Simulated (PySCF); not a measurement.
# SiSn at revPBE

Computed with revPBE; basis Si cc-pV(D+d)Z, Sn cc-pVDZ-PP with ECP28; scalar-relativistic core potentials; PySCF 2.14.

```json
{
 "state": "³Σ⁻ (triplet), unpaired electrons π ↑↑",
 "bond length": "2.573 Å",
 "harmonic wavenumber": "323 cm⁻¹",
 "force constant": "1.40 mdyn/Å",
 "rotational constant Be": "0.1123 cm⁻¹",
 "anharmonicity ωexe": "0.897 cm⁻¹",
 "vibration–rotation constant αe": "0.000465 cm⁻¹",
 "well depth De to Si + Sn": "2.77 eV",
 "dissociation energy D0": "2.75 eV",
 "bond order (Mayer)": "1.95",
 "dipole moment (positive dipole means Si(−)Sn(+))": "1.07 D"
}
```

Spin–orbit coupling is left out, which matters for elements this heavy, above all for dissociation energies. The state was picked by a PBE0 search and need not be the measured ground state.
